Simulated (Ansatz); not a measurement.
A family of molecules: the atomisation energy (no zero-point term)

One atom is swapped for its congeners: BH2(CN); AlH2(CN); InH2(CN). The Ga member is missing. All are singlets with charge 0.

Shapes, held fixed at every level: PBE0-D4/def2-TZVP. Programs: Ansatz 0.2.0. Values in eV.

**Question.** How should the atomisation energy change along the series?

**Answer.** At CCSD(T)/def2-TZVPP the atomisation energy falls at every step, from 20.72 to 16.29 eV. Every level shows the same order. For atoms past krypton def2 sets carry core potentials with scalar relativity. Correlated rows may include outer-core shells of In, which these sets cover unevenly. Spin-orbit coupling, which grows down the group, is left out (summed over each molecule's free atoms 0.00, 0.01, 0.19 eV).

| level | BH2(CN) | AlH2(CN) | InH2(CN) |
| --- | --- | --- | --- |
| SPW92/def2-TZVPP | 24.44 | 21.00 | 19.33 |
| PBE-D4/def2-TZVPP | 22.20 | 19.03 | 17.17 |
| r2SCAN-D4/def2-TZVPP | 21.41 | 18.50 | 16.57 |
| B3LYP-D4/def2-TZVPP | 21.63 | 18.67 | 16.63 |
| wB97M-V/def2-TZVPP | 21.55 | 18.73 | 16.88 |
| MP2/def2-TZVPP | 21.41 | 18.61 | 16.62 |
| CCSD(T)/def2-TZVPP | 20.72 | 18.07 | 16.29 |
